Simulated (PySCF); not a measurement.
A PySCF script (with the pyscf-properties extension) for the NMR shieldings of `CP(C=C)CCCC`, C₇H₁₅P, on a GFN2-xTB geometry:

```python
import basis_set_exchange as bse
import numpy as np
from pyscf import gto, dft
from pyscf.prop import nmr

atoms = """
C     2.825283    1.400671    0.754427
C     2.169678    0.768832   -0.203656
P     1.653313   -0.978282   -0.062586
C     2.234456   -1.522740   -1.738700
C    -0.139377   -0.722674   -0.514591
C    -0.915860   -0.099736    0.639322
C    -2.393297    0.084947    0.300392
C    -3.169589    0.692791    1.461944
H     3.086766    0.904114    1.674304
H     3.128668    2.432695    0.664924
H     1.909952    1.275403   -1.129137
H     1.845378   -2.519000   -1.940807
H     3.321772   -1.569662   -1.737515
H     1.902013   -0.837016   -2.517399
H    -0.558035   -1.703712   -0.758194
H    -0.208843   -0.092605   -1.407433
H    -0.820602   -0.738928    1.520567
H    -0.475143    0.869302    0.889836
H    -2.485505    0.731571   -0.575935
H    -2.827145   -0.884015    0.042023
H    -4.217884    0.818089    1.200070
H    -3.108357    0.050096    2.337513
H    -2.762394    1.666842    1.724530
"""
names = dict.fromkeys(["C", "P", "H"], "pcSseg-1")
basis = {el: gto.basis.parse(bse.get_basis(n, elements=[el], fmt="nwchem")) for el, n in names.items()}
mol = gto.M(atom=atoms, basis=basis, charge=0, verbose=0)
mf = dft.RKS(mol, xc="PBE0")
mf.grids.level = 2
mf.grids.alignment = dft.numint.BLKSIZE   # the property module wants whole blocks of grid points
mf.conv_tol = 1e-9
mf.kernel()

calc = nmr.RKS(mf)   # GIAO
C = mf.mo_coeff
Co = C[:, mf.mo_occ > 0]
resp = mf.gen_response(singlet=True, hermi=2)
def vind(x):   # induced exchange potential for any number of trial vectors
    d = np.einsum("pi,xij,qj->xpq", C, 2 * x.reshape(-1, C.shape[1], Co.shape[1]), Co, optimize=True)
    return np.einsum("xpq,pi,qj->xij", resp(d - d.transpose(0, 2, 1)), C, Co, optimize=True).ravel()
mo1, _ = nmr.rhf.solve_mo1(calc, with_cphf=vind)
sigma = calc.kernel(mo1)
for i, s in enumerate(sigma):   # ppm
    w = np.linalg.eigvalsh((s + s.T) / 2)
    print("%2d %-2s iso %8.1f  s11 %8.1f  s22 %8.1f  s33 %8.1f" % (i, mol.atom_pure_symbol(i), w.mean(), *w))
```

Q: What are the results?

A: 
```
 0 C  iso     47.7  s11    -76.1  s22     60.4  s33    158.9
 1 C  iso     31.6  s11    -82.1  s22     36.9  s33    139.9
 2 P  iso    376.6  s11    353.6  s22    374.1  s33    402.2
 3 C  iso    168.8  s11    159.1  s22    161.1  s33    186.0
 4 C  iso    147.6  s11    128.0  s22    144.8  s33    169.9
 5 C  iso    153.2  s11    134.6  s22    150.1  s33    174.8
 6 C  iso    156.3  s11    143.0  s22    153.1  s33    172.8
 7 C  iso    169.8  s11    158.1  s22    163.5  s33    187.8
 8 H  iso     25.5  s11     21.2  s22     25.0  s33     30.2
 9 H  iso     25.5  s11     21.8  s22     24.8  s33     30.0
10 H  iso     25.4  s11     21.2  s22     25.9  s33     29.2
11 H  iso     30.6  s11     26.3  s22     27.9  s33     37.7
12 H  iso     30.6  s11     26.0  s22     27.6  s33     38.1
13 H  iso     30.7  s11     26.7  s22     29.3  s33     36.1
14 H  iso     30.3  s11     25.6  s22     30.9  s33     34.4
15 H  iso     30.6  s11     26.5  s22     31.7  s33     33.6
16 H  iso     30.5  s11     25.4  s22     31.7  s33     34.3
17 H  iso     30.5  s11     24.8  s22     32.5  s33     34.2
18 H  iso     30.4  s11     25.4  s22     30.9  s33     35.0
19 H  iso     30.4  s11     25.3  s22     30.7  s33     35.0
20 H  iso     30.5  s11     25.7  s22     27.6  s33     38.2
21 H  iso     30.8  s11     26.6  s22     29.1  s33     36.6
22 H  iso     30.8  s11     26.5  s22     29.5  s33     36.5
```

These numbers come from an equivalent density-fitted implementation of the same equations, which agrees with the script to about 0.01 ppm for H and up to a few tenths of a ppm for heavy atoms, so last digits may differ.

Size and cost of the density-fitted run: 218 basis functions, of the order of 2.2 core-minutes.
